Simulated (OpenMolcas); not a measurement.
Ru²⁺: effect of the basis set

```json
{"Program": "OpenMolcas 26.06", "Method": "RASSCF", "Active space": "12 electrons in 8 orbitals (RAS1 4p, at most 2 holes; RAS2 4d)", "State averaging": "2S+1 = 5 even, 5 roots; 2S+1 = 3 even, 45 roots; 2S+1 = 1 even, 49 roots", "Spin-orbit coupling": "state interaction with AMFI integrals over the reference wave functions, term energies averaged over their components"}
```

A. ANO-R2 [7s5p4d2f1g], X2C, finite nucleus; cost of the order of 80 core-seconds
B. ANO-RCC-VTZP [7s6p4d2f1g], DKH2, point nucleus; cost roughly 30 core-seconds
C. ANO-RCC-VQZP [8s7p5d3f2g1h], DKH2, point nucleus; cost about 90 core-seconds

Energies in eV above 4d6 5D4, the measured ground level; measured values from Moore, Atomic Energy Levels, vol. III, NSRDS-NBS 35 (1971 reprint of NBS Circular 467, 1958).

```tsv
Level	A	B	C	Measured
4d6 5D4	0.0000	0.0000	0.0000	0.0000
4d6 5D3	0.1440	0.1439	0.1454	0.1437
4d6 5D2	0.2301	0.2300	0.2320	0.2264
4d6 5D1	0.2854	0.2853	0.2878	0.2810
4d6 5D0	0.3119	0.3118	0.3145	0.3070
4d6 3P2(1)	2.0885	2.0898	2.0819	
4d6 3F4(1) [50 %]	2.2948	2.2962	2.2867	
4d6 3H6	2.3476	2.3488	2.3420	
4d6 3H5	2.3840	2.3851	2.3783	
4d6 3F3(1)	2.4671	2.4683	2.4618	
4d6 3H4 [63 %]	2.4988	2.4998	2.4948	
4d6 3P1(1)	2.5085	2.5093	2.5066	
4d6 3F2(1)	2.5236	2.5247	2.5189	
4d6 3P0(1)	2.5928	2.5938	2.5899	
4d6 3G5	2.8345	2.8357	2.8300	
4d6 3G4	2.9481	2.9492	2.9443	
4d6 3G3	2.9821	2.9831	2.9787	
4d6 3D2	3.3789	3.3805	3.3719	
4d6 3D1	3.4005	3.4020	3.3943	
4d6 3D3	3.4345	3.4360	3.4284	
4d6 1G4(1)	3.5209	3.5224	3.5158	
4d6 1I6	3.5841	3.5859	3.5771	
4d6 1S0	3.7816	3.7833	3.7765	
4d6 1D2(1)	4.1432	4.1453	4.1360
```

Deviations, from unrounded energies. A percentage is the sum of absolute deviations over the sum of measured energies, with the sign that they share, or ± where signs differ.

```
                  Against measurement  Levels     A     B     C
       mean absolute deviation (cm-1)       4    27    26    44
fine structure of the ground term (%)       4  +1.4  +1.3  +2.3
```

A, B lie about equally close to measurement and C furthest from it. The largest miss of B in the table is 4d6 5D0, by +39 cm-1. The ranking rests on the paired levels alone, and a cruder setting can come out closer through cancelling errors.

Among A to C the level of the table that moves most is 4d6 3F4(1) [50 %], by 77 cm-1 (lowest in C, highest in B).

Without dynamic correlation excited terms often stand tens of per cent too high (terms of higher spin than the ground term too low), and those without a measured partner can miss by more than the paired ones. Active for correlation alone: 4p; no level in the range computed is led by a configuration that opens it, so any true level of that kind is missing. Measured partners are found by configuration, term and J. A level has none where our copy of the source lacks it or the pairing is in doubt (some pairs that miss far off the trend of their configuration count as doubtful), and it then counts in no deviation. Levels of configurations outside the active space are missing. The table leaves out levels that lie high or whose names do not pair safely across all columns.

A share in square brackets marks a mixed level and gives the weight of the term that names it, the lowest over the columns. A number in round brackets counts repeated terms of one configuration in the order of the reference energies.
